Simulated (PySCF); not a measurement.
Species: C6H13NOSi.
SMILES with atom numbers: `[SiH3:1][O:2]/[CH:3]=[CH:4]/[N:5]1[CH2:6][CH2:7][CH2:8][CH2:9]1` (hydrogens: H10, H11, H12 on Si1; H13 on C3; H14 on C4; H15, H16 on C6; H17, H18 on C7; H19, H20 on C8; H21, H22 on C9)

Geometry (PBE0-D3(BJ)/def2-SVP, Å), atoms numbered from 1 in this order:
```
atom  x, y, z in Å
Si1    3.9380    0.4455    0.7170
O2     2.9890    0.9954   -0.5392
C3     1.6487    0.8055   -0.7132
C4     0.8239    0.2633    0.2062
N5    -0.5309    0.0891    0.0704
C6    -1.3104   -0.7516    0.9562
C7    -2.5341   -1.1158    0.1175
C8    -2.6760    0.0744   -0.8281
C9    -1.2265    0.4228   -1.1456
H10    5.3305    0.8368    0.3738
H11    3.5349    1.0686    2.0165
H12    3.8225   -1.0402    0.8545
H13    1.2999    1.1602   -1.6854
H14    1.2271   -0.0681    1.1699
H15   -1.6035   -0.2104    1.8786
H16   -0.7458   -1.6465    1.2718
H17   -2.3292   -2.0302   -0.4630
H18   -3.4302   -1.3028    0.7267
H19   -3.1588    0.9185   -0.3091
H20   -3.2693   -0.1484   -1.7264
H21   -1.0892    1.4888   -1.4036
H22   -0.8427   -0.1654   -2.0081
```

The closed-shell ground state was solved at several levels (PySCF, density fitting, gas phase, non-relativistic).

```tsv
level	basis functions	HOMO (eV)	LUMO (eV)	gap (eV)	dipole (D)
PBE0/pcSseg-1	225	-4.97	0.68	5.65	2.46
B3LYP/def2-SVPD	291	-4.84	0.21	5.05	2.42
```

(1) What might KT2/pcSseg-1 (225 basis functions) give for the same quantities?

(2) Over all these levels, which gives the widest orbital gap and which the narrowest?

(3) How far do the dipole and the HOMO energy spread over the levels?

Answers

(1) HOMO -3.96 eV, LUMO -0.37 eV, gap 3.59 eV, dipole 2.39 D.

(2) PBE0/pcSseg-1 (global hybrid, 25 % exact exchange) has the widest, 5.65 eV, and KT2/pcSseg-1 (GGA) the narrowest, 3.59 eV. The two share the basis. From the narrowest to the widest the HOMO moves by -1.01 eV and the LUMO by +1.05 eV.

(3) The dipole runs from 2.39 to 2.46 D (mean 2.43 D) and the HOMO from -4.97 to -3.96 eV.

One conformer stands for the species.
